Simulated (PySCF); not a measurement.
## B2H9NP2

Geometry:
```json
{"atom": "N1", "x (Å)": "1.678", "y (Å)": "-1.328", "z (Å)": "-0.048"}
{"atom": "B2", "x (Å)": "1.869", "y (Å)": "-0.010", "z (Å)": "-0.363"}
{"atom": "P3", "x (Å)": "0.300", "y (Å)": "1.049", "z (Å)": "-0.596"}
{"atom": "B4", "x (Å)": "-1.138", "y (Å)": "0.858", "z (Å)": "0.693"}
{"atom": "P5", "x (Å)": "-1.627", "y (Å)": "-1.053", "z (Å)": "0.456"}
{"atom": "H6", "x (Å)": "2.413", "y (Å)": "-1.996", "z (Å)": "0.119"}
{"atom": "H7", "x (Å)": "0.750", "y (Å)": "-1.716", "z (Å)": "0.096"}
{"atom": "H8", "x (Å)": "2.943", "y (Å)": "0.442", "z (Å)": "-0.466"}
{"atom": "H9", "x (Å)": "0.731", "y (Å)": "2.344", "z (Å)": "-0.851"}
{"atom": "H10", "x (Å)": "-0.112", "y (Å)": "0.772", "z (Å)": "-1.891"}
{"atom": "H11", "x (Å)": "-0.645", "y (Å)": "1.014", "z (Å)": "1.768"}
{"atom": "H12", "x (Å)": "-2.018", "y (Å)": "1.609", "z (Å)": "0.428"}
{"atom": "H13", "x (Å)": "-2.719", "y (Å)": "-1.078", "z (Å)": "1.301"}
{"atom": "H14", "x (Å)": "-2.428", "y (Å)": "-0.908", "z (Å)": "-0.669"}
```

Method: GIAO B97-2/pcSseg-1 magnetisability, rotational g tensor and spin-rotation constants, non-relativistic, gas phase in PySCF. Geometry: GFN2-xTB.

The bonding changed while the geometry was optimised; results refer to the coordinates, not to the name.

How diamagnetic is it, and how anisotropic?

Isotropic -1236 × 10⁻³⁰ J/T², or -74.5 × 10⁻⁶ cm³/mol; principal values -1293, -1232, -1183 × 10⁻³⁰ J/T², anisotropy 95 × 10⁻³⁰ J/T² (root of half the summed squared differences of the principal values). The susceptibility is in cgs units.

Split it along the inertial axes a, b, c into diamagnetic and paramagnetic parts about the centre of mass, with the quadrupole moment.


```tsv
axis	χ (10⁻⁶ cm³/mol)	diamagnetic (10⁻⁶ cm³/mol)	paramagnetic (10⁻⁶ cm³/mol)	summed x² of all electrons (Å²)	quadrupole Θ (D Å)
a	-72.9	-424.1	351.1	137.1	-1.40
b	-73.3	-673.5	600.2	78.3	+3.69
c	-77.2	-913.7	836.5	21.7	-2.29
```
Anisotropies 2χaa − χbb − χcc = +4.5 and 2χbb − χaa − χcc = +3.6 × 10⁻⁶ cm³/mol. Θ is traceless in Buckingham's convention.

And the rotational g tensor?


```csv
axis,rotational constant (GHz),g,nuclear part,electronic part
a,3.7716,-0.0218,0.6004,-0.6222
b,2.0709,-0.0146,0.5694,-0.5839
c,1.4508,-0.0051,0.5650,-0.5702
```
Asymmetric top; isotopes 11B, 1H, 14N, 31P; no vibrational averaging.
